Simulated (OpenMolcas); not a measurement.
**CH3F2Si: a line through the functionals**

The species is CH3F2Si (7 atoms), meant as a doublet with charge 0. SMILES: `C[Si](F)F`. The coordinates come from a PBE0-D4/def2-TZVP relaxation.

The dipole moment y, in D, basis 6-311+G(d,p); a is the functional's share of exact exchange. Programs: OpenMolcas 26.06.

| functional | program | a | y (D) |
| --- | --- | --- | --- |
| U-revPBE | OpenMolcas | 0 | 2.29 |
| UBLYP | OpenMolcas | 0 | 2.32 |
| UB3LYP | OpenMolcas | 0.2 | 2.42 |
| UPBE0 | OpenMolcas | 0.25 | ? |
| UBHLYP | OpenMolcas | 0.5 | 2.53 |

Task: Fit y = c + s·a to the known rows and predict UPBE0.

Result: 
1. Means of the 4 rows: a = 0.1750, y = 2.390.
2. Σ(Δa)² = 0.1675, Σ(Δa·Δy) = 0.076, so the slope is 0.076/0.1675 = 0.45373.
3. Intercept: 2.390 − (0.45373) × 0.1750 = 2.311. The largest residual of the fit is 0.021.
4. UPBE0: 2.311 + (0.45373) × 0.25 = 2.42 D.

The run gave 2.43 D, so the prediction is off by -0.01 D, within the largest residual. More exact exchange makes the molecule more polar here.
